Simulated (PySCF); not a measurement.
Fe (iron, neutral) across methods

[Ar] 3d7 4s1, high-spin 5F determinant (an excited configuration). Calculation: PySCF 2.14, in aug-cc-pVDZ; no relativity, point nucleus.

| method | E (hartree) | mean ε 3d α (eV) | mean ε 4s α (eV) | mean ε 3d β (eV) | Σ⟨r²⟩ (bohr²) | ⟨S²⟩ |
| --- | --- | --- | --- | --- | --- | --- |
| PBE0 | -1263.446 | -6.619 | -5.121 | -4.178 | 35.01 | 6.003 |
| PBE | -1263.430 | -4.765 | -4.629 | -2.605 | 35.52 | 6.002 |
| UHF | -1262.38410 | -12.116 | -6.234 | -8.665 | 35.53 | 6.005 |
| TPSSh | -1263.691 | -5.364 | -4.789 | -3.352 | 35.10 | 6.001 |
| B97-3 | -1263.524 | -6.753 | -4.952 | -4.352 | 35.08 | 6.010 |
| M06-2X | -1263.612 | -9.101 | -5.351 | -5.950 | 35.64 | 6.029 |
| M06-L | -1263.609 | -5.156 | -4.564 | -2.621 | 34.96 | 6.024 |
| r2SCAN | -1263.648 | -4.927 | -4.880 | -2.625 | 34.93 | 6.002 |

(1) Estimate the same row for LDA.

Answers

(1) E (hartree) = -1261.198; mean ε 3d α (eV) = -4.997; mean ε 4s α (eV) = -4.821; mean ε 3d β (eV) = -2.618; Σ⟨r²⟩ (bohr²) = 35.26; ⟨S²⟩ = 6.005.
